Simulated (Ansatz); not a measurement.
Computed with Ansatz on PBE0-D4/def2-TZVP structures; ΔE is electronic, products minus reactants. CCSD(T)/CBS is frozen-core, at the limit of the def2 triple- and quadruple-zeta sets. DFT in def2-TZVPP. B3LYP here is the variant with VWN-RPA as its local correlation; programs differ in this. No spin–orbit coupling; open shells (•) take unrestricted orbitals. Spin–orbit coupling would lower the free atoms: a little for C, S, Si. One conformer a species, not always the lowest.

`C[Si]SC` → 2 C• + 6 H• + S• + Si•  (atomization)

| level | ΔE (eV) | difference from CCSD(T)/CBS |
| --- | --- | --- |
| PBE-D4 | 37.56 | 0.66 |
| r2SCAN-D4 | 37.02 | 0.12 |
| PBE0-D4 | 37.06 | 0.16 |
| B3LYP-D4 | 36.92 | 0.02 |
| ωB97X-V | 37.01 | 0.11 |
| ωB97M-V | 37.13 | 0.23 |
| B2PLYP | 36.44 | -0.46 |
| PBE | 37.33 | 0.43 |
| r2SCAN | 36.96 | 0.06 |
| PBE0 | 36.87 | -0.03 |
| B3LYP | 36.55 | -0.35 |
| HF/def2-TZVPP | 27.20 | -9.70 |
| MP2/def2-TZVPP | 36.21 | -0.69 |
| SCS-MP2/def2-TZVPP | 36.16 | -0.74 |
| CCSD/def2-TZVPP | 35.39 | -1.51 |
| CCSD(T)/def2-TZVPP | 35.94 | -0.96 |
| HF/def2-QZVPP | 27.24 | -9.66 |
| MP2/def2-QZVPP | 36.78 | -0.12 |
| SCS-MP2/def2-QZVPP | 36.79 | -0.11 |
| CCSD/def2-QZVPP | 35.91 | -0.99 |
| CCSD(T)/def2-QZVPP | 36.50 | -0.40 |
| HF/CBS(def2) | 27.25 | -9.65 |
| MP2/CBS(def2) | 37.18 | 0.28 |
| CCSD/CBS(def2) | 36.28 | -0.62 |
| CCSD(T)/CBS | 36.90 | 0 |

Largest T1 diagnostic among the species: 0.014.

The D4 term adds +0.37 eV with B3LYP and +0.19 eV with PBE0; it sums over pairs of atoms, weighted by their polarisabilities, and B3LYP, whose exchange is more repulsive, gets the larger term. In def2-TZVPP, CCSD(T) changes the Hartree–Fock value by +8.73 eV (the triples alone add +0.54 eV) and MP2 by +9.01 eV; breaking electron pairs costs correlation energy, which Hartree–Fock lacks.

CCSD(T)/CBS has its own doubt, a few kJ/mol and more with outer-core shells, so smaller differences from it don't rank the levels.
